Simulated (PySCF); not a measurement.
Quadrupolar nuclei of `C[S@](=O)C1CCNCC1` in NMR

Species: C6H13NOS.
Structure used (GFN2-xTB), in Å, numbered top down from 1:
```xyz
22
C6H13NOS angstrom
C      2.736   -0.134   -1.336
S      1.012    0.505   -1.522
O      1.150    1.951   -1.706
C      0.542    0.278    0.280
C     -0.567    1.271    0.586
C     -1.831    0.898   -0.183
N     -2.223   -0.456    0.158
C     -1.219   -1.416   -0.258
C      0.073   -1.148    0.513
H      2.698   -1.176   -1.043
H      3.265    0.462   -0.602
H      3.221   -0.037   -2.302
H      1.431    0.508    0.871
H     -0.246    2.271    0.292
H     -0.777    1.267    1.658
H     -2.646    1.572    0.090
H     -1.629    1.015   -1.264
H     -3.117   -0.680   -0.265
H     -1.010   -1.359   -1.342
H     -1.585   -2.420   -0.030
H     -0.124   -1.285    1.579
H      0.837   -1.868    0.213
```

Computed at PBE0/pcSseg-1 (PySCF, non-relativistic):

```
atom               environment  nucleus  spin I    Q (b)  CQ = χzz (MHz)      η
  S2           sulfinyl sulfur      33S     3/2  -0.0678          32.046  0.156
  O3           sulfinyl oxygen      17O     5/2  -0.0256         -10.206  0.355
  N7  secondary amine nitrogen      14N       1  0.02044          -5.780  0.072
```

Question: Give the quadrupolar product PQ = |CQ|√(1 + η²/3), the quadrupolar frequency νQ = 3|CQ|/[2I(2I − 1)] and the Larmor frequency ν0 = |g| × 7.62259 MHz/T × B at 28.2 T, with g(33S) = 0.42921, g(17O) = −0.75752, g(14N) = 0.40376.

Answer: 
```
atom  PQ (MHz)  νQ (MHz)  ν0 (MHz)  νQ/ν0
  S2     32.18     16.02     92.26  0.174
  O3     10.42     1.531    162.83  0.009
  N7     5.785     8.670     86.79  0.100
```

For S2: PQ = 32.05 × 1.0041, νQ = 32.05 × 0.5000, ν0 = 3.2717 MHz/T × 28.2 T.

Question: For half-integer spins with νQ below a tenth of ν0, find the second-order shift of the centre of gravity of the central transition at 28.2 and 35.2 T.

Answer: From −(3/40)(PQ/ν0)²[I(I + 1) − 3/4]/[I(2I − 1)]², which goes as 1/B² (ppm):

| site | 28.2 T | 35.2 T |
| --- | --- | --- |
| 17O at O3 | -24.6 | -15.8 |

Question: First-order 14N doublet splittings with the field along y and x of the gradient, (3/4)|CQ|(1 ± η)?

Answer: N7: 4.648 and 4.022 MHz.

The structure is a single GFN2-xTB conformer in the gas phase; no vibrational or solvent corrections. GFN2-xTB bond lengths can be off by several hundredths of an ångström, more for odd bonds, and the gradients follow them. With a basis this small, the couplings can be 20 % off.
